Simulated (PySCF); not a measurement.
A run for PySCF: R-M06-2X/def2-TZVPP on CH5BOS (SMILES CB(O)S), a point of a torsion scan.

```python
from pyscf import gto, dft

mol = gto.M(
    atom='''
    C    -0.72486120   -0.64487370   -0.01373259
    B     0.41508256    0.46620203    0.06078738
    O     0.44044471    1.54870065   -0.72805835
    S     1.79008354    0.35752707    1.23427204
    H    -0.59584259   -1.45733490    0.69634882
    H    -1.70402401   -0.20378160    0.17141424
    H    -0.76611991   -1.08670840   -1.00910695
    H    -0.26117317    1.66024246   -1.36857048
    H     1.43641154   -0.78649313    1.80709677
    ''',
    basis='def2-tzvpp',
    charge=0, spin=0, verbose=4, max_memory=1800)
mf = dft.RKS(mol, xc='m062x').density_fit(auxbasis='def2-universal-jkfit')
mf.grids.level = 4
mf.conv_tol = 1e-9
mf.max_cycle = 150
mf.kernel()
mf.dip_moment()
```

Q: What total energy does the run end on?

A: -539.4655 hartree.
